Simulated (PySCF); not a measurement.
C3H12GaP, neutral, multiplicity 1. Atoms are numbered in the order given.

```xyz
17

Ga     0.0000     0.0000     0.5474
C      1.2955     1.4900     0.7938
H      2.2835     1.2640     0.3590
H      1.4529     1.6717     1.8712
H      0.9348     2.4367     0.3582
C      0.6426    -1.8669     0.7938
H      0.7213    -2.0941     1.8712
H      1.6429    -2.0279     0.3582
H     -0.0471    -2.6096     0.3590
C     -1.9381     0.3770     0.7938
H     -2.1742     0.4224     1.8712
H     -2.5776    -0.4088     0.3582
H     -2.2364     1.3456     0.3590
P      0.0000     0.0000    -2.0521
H     -0.3938     1.1697    -2.7468
H     -0.8160    -0.9259    -2.7468
H      1.2099    -0.2438    -2.7468
```
Charge 0, spin multiplicity 1.

The structure is a stationary point at ωB97X-D3(BJ)/def2-SVP. The isomer is the one that the SMILES or the coordinates give; other isomers of the formula were not compared. The values are those of a single conformer.

All values below come from PySCF with CAM-B3LYP/def2-TZVP.

Atomic charges (e):

```csv
atom,IAO,Löwdin
Ga1,0.69,-0.04
C2,-0.73,-0.51
H3,0.13,0.12
H4,0.14,0.13
H5,0.13,0.12
C6,-0.73,-0.51
H7,0.14,0.13
H8,0.13,0.12
H9,0.13,0.12
C10,-0.73,-0.51
H11,0.14,0.13
H12,0.13,0.12
H13,0.13,0.12
P14,0.29,0.43
H15,0.00,0.02
H16,0.00,0.02
H17,0.00,0.02
```
